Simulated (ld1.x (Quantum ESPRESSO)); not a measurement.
# mercury (Hg), TM: configuration errors across variants

* Element: Hg
* Generator: ld1.x (Quantum ESPRESSO) 7.5
* Type: norm-conserving Troullier–Martins (Kleinman–Bylander form)
* Functional: PBEsol
* Relativity: scalar-relativistic
* Frozen core: [Kr] 4d10 4f14
* Valence charge: 20
* Reference configuration: 5s2 5p6 5d10 6s1.5 6p0.5
* Partial waves: 5s (bound): rc 1.00 bohr; 5d (bound): rc 2.35 bohr; 5p (bound): rc 1.15 bohr
* Local potential: the p channel
* Core correction: none

Occupied shells without a wave of their own: 6p, 6s. They enter only through the test configuration that unscreens the potential.

All-electron excitation energies from the reference (eV): (1) 5s2 5p6 5d10 6s2 6p0 -2.999; (2) 5s2 5p6 5d10 6s1 6p0 7.741; (3) 5s2 5p6 5d10 6s0 6p0 26.745; (4) 5s2 5p6 5d10 6s0 6p2 9.712; (5) 5s2 5p6 5d9 6s2 6p1 7.415; (6) 5s1 5p6 5d10 6s2 6p0 122.607; (7) 5s2 5p6 5d10 6s1 6p1 3.129.

For the base: The 6p, 6s levels have no wave, so the channel is fitted at the deeper level alone: the likely source of the large errors.

On the changes marked as counting shells twice: ld1.x takes every shell without a wave as core, so the model core holds the marked electrons as well and exchange and correlation see them twice. This cancels in the reference configuration, but the file is broken for other ones, and its errors say nothing about a proper core correction.

The file “base” misses its own reference levels by 0.6 eV. The file “core correction a·sin(br)/r model core inside 0.44 bohr (6p, 6s counted twice)” misses its own reference levels by 0.6 eV. The file “core correction a·sin(br)/r model core inside 0.64 bohr (6p, 6s counted twice)” misses its own reference levels by 0.6 eV. The file “core correction a·sin(br)/r model core inside 0.76 bohr (6p, 6s counted twice)” misses its own reference levels by 0.6 eV. The file “core correction a·sin(br)/r model core inside 0.94 bohr (6p, 6s counted twice)” misses its own reference levels by 0.6 eV. The file “core correction a·sin(br)/r model core inside 1.02 bohr (6p, 6s counted twice)” misses its own reference levels by 0.6 eV.

Errors AE − PS in meV (a dash: test not solved or not reliable):

```tsv
change	(1)	(2)	(3)	(4)	(5)	(6)	(7)	bound ghosts
base	+267	-372	-1282	-916	+384	+228	-287	none
core correction a·sin(br)/r model core inside 0.44 bohr (6p, 6s counted twice)	+257	-478	-1704	-989	+364	+131	-296	none
core correction a·sin(br)/r model core inside 0.64 bohr (6p, 6s counted twice)	+257	-478	-1704	-989	+365	+131	-296	none
core correction a·sin(br)/r model core inside 0.76 bohr (6p, 6s counted twice)	+257	-478	-1704	-989	+365	+130	-296	none
core correction a·sin(br)/r model core inside 0.94 bohr (6p, 6s counted twice)	+257	-478	-1703	-989	+365	+139	-296	none
core correction a·sin(br)/r model core inside 1.02 bohr (6p, 6s counted twice)	+257	-478	-1703	-988	+365	+147	-295	none
```

Problem. Give the same row for: core correction a·sin(br)/r model core inside 1.16 bohr (6p, 6s counted twice).

Solution. +257, -478, -1701, -986, +365, +157, -295; bound ghosts: none. ld1.x takes every shell without a wave as core, so the model core holds the 6p, 6s electrons as well and exchange and correlation see them twice. This cancels in the reference configuration, but the file is broken for other ones, and its errors say nothing about a proper core correction.
